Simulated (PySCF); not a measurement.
C₃H₁₁ClSi₂, SMILES C[Si](C[SiH3])(C)Cl. Atoms are numbered in the order given.

```xyz
17

C     -1.4059    -1.5178     0.7053
Si    -0.7785     0.1275     0.0807
C     -2.1406     1.4043     0.0065
Cl    -0.0939    -0.1691    -1.8774
C      0.6783     0.7257     1.0951
Si     2.2936    -0.2170     0.8583
H     -2.2243    -1.8871     0.0688
H     -0.6051    -2.2723     0.7045
H     -1.7876    -1.4197     1.7344
H     -1.7705     2.3482    -0.4213
H     -2.5271     1.6119     1.0175
H     -2.9766     1.0506    -0.6160
H      0.8660     1.7896     0.8699
H      0.3893     0.6718     2.1601
H      2.9272     0.1316    -0.4460
H      2.0522    -1.6928     0.9008
H      3.2516     0.1228     1.9567
```

Geometry: PBE0-D3(BJ)/def2-SVP. The structure was generated by enumeration, and PubChem lists no compound with its InChIKey, so it may never have been made. One conformer was computed; it need not be the lowest.

Two levels are set side by side: PBE/pcSseg-1 (PySCF) and KT2/pcSseg-1 (PySCF). GIAO shifts against HCl (³⁵Cl), TMS (²⁹Si), TMS (¹H), TMS (¹³C) at the same level; non-relativistic, no solvent, atoms listed together averaged. Without spin–orbit terms, shifts of atoms bonded to Cl or Br come out too high at both levels. Differences are taken from unrounded values.

```csv
quantity,PBE
δ(²⁹Si) of Si2 (ppm),42.8
δ(³⁵Cl) of Cl4 (ppm),30.9
δ(¹³C) of C5 (ppm),-0.7
δ(²⁹Si) of Si6 (ppm),-73.9
```

### Question
These are the PBE values. What does KT2 give? (An estimate is asked for; the answer gives what the named calculation found.)

### Answer

```csv
quantity,KT2,PBE minus KT2
δ(²⁹Si) of Si2 (ppm),41.4,1.4
δ(³⁵Cl) of Cl4 (ppm),32.9,-2.1
δ(¹³C) of C5 (ppm),-0.6,-0.1
δ(²⁹Si) of Si6 (ppm),-72.7,-1.2
```

Rough cost on one machine, each run with all the roots and properties that it gave: KT2 against PBE within a factor of 2.
